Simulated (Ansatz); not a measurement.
Ansatz (a program for electronic structure) input (B2PLYP/def2-TZVPD):

Ansatz 0.2 input:
```yaml
crystal:
  periodic: [false, false, false]
  atoms:
    - {symbol: F, position_ang: [-1.90484661, -1.05629693, 0.00370976]}
    - {symbol: C, position_ang: [-1.21809705, 0.00093282, -0.01148083]}
    - {symbol: F, position_ang: [-1.90281836, 1.05921285, -0.03959781]}
    - {symbol: I, position_ang: [0.78448240, -0.00060076, 0.00739391]}
basis:
  gaussian:
    orbitals: def2-TZVPD
hamiltonian:
  xc: {name: B2PLYP}
total_charge: 1
magnetization: {spin_polarized: false}
correlation: {electrons: outside_noble_gas}
```

Output:

```
Functional definition: B2PLYP
integrals: 0.24 GiB planned
1293 factors; integrals over basis functions are off by at most 1.1e-3 eV
mean field: 0.80 GiB planned
mean field evaluation 1: about -14539.7362 eV, gradient 6.4e1 eV
mean field evaluation 2: about -14539.8063 eV, gradient 6.4e1 eV
mean field evaluation 4: about -14546.4356 eV, gradient 3.4e0 eV
mean field evaluation 8: about -14546.4881 eV, gradient 1.3e0 eV
mean field evaluation 16: about -14546.4917 eV, gradient 3.1e-4 eV
mean field -14546.49168887 eV, -534.5737095996 hartree, gradient 6.5e-6 eV, S^2 0.000000; 0 other end points of the search recorded, 0 dependent functions left out
12 core orbitals not correlated
reference -14546.49181824 eV, -534.5737143540 hartree; 12, 12 occupied and 152, 152 virtual orbitals, 1293 factors
second order -25.63260281 eV of doubles, -0.00000000 eV of singles
Total energy: -14553.41262100 eV, -534.8280491643 hartree
```
